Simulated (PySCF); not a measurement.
Vibration and rotation of LiHg⁺

RHF-CCSD(T) constants of LiHg⁺, ¹Σ⁺ (singlet), closed shell (PySCF, scalar-relativistic core potentials, basis sets Li def2-TZVP, Hg def2-TZVP with ECP60; masses 7.0160 and 201.9706 u):

| Item | Value |
| --- | --- |
| ωe | 243.5 cm⁻¹ |
| ωexe | 3.69 cm⁻¹ |
| Be | 0.33891 cm⁻¹ |
| αe | 0.00660 cm⁻¹ |
| D (centrifugal) | 2.63e-06 cm⁻¹ |
| De to Li⁺ + Hg | 0.486 eV |

Estimate the standard entropy (1 bar) and heat capacity of the ideal gas at 1000 K, rigid rotor with B0 and harmonic oscillator at the fundamental.

Translation (Sackur–Tetrode, M = 208.99 u): 200.6 J/(mol K). Rotation: q = kT/(σB0) = 2070 with σ = 1, 71.8. Vibration: x = hcν0/kT = 0.340, 17.33. S° = 289.8 J/(mol K); Cp = 7R/2 + 8.23 = 37.3 J/(mol K).

Correlated steps freeze no core orbitals. Spin–orbit coupling is left out. For an ion De counts to the pair picked by the measured ionisation energies or electron affinities, which need not be the lowest pair at this level.
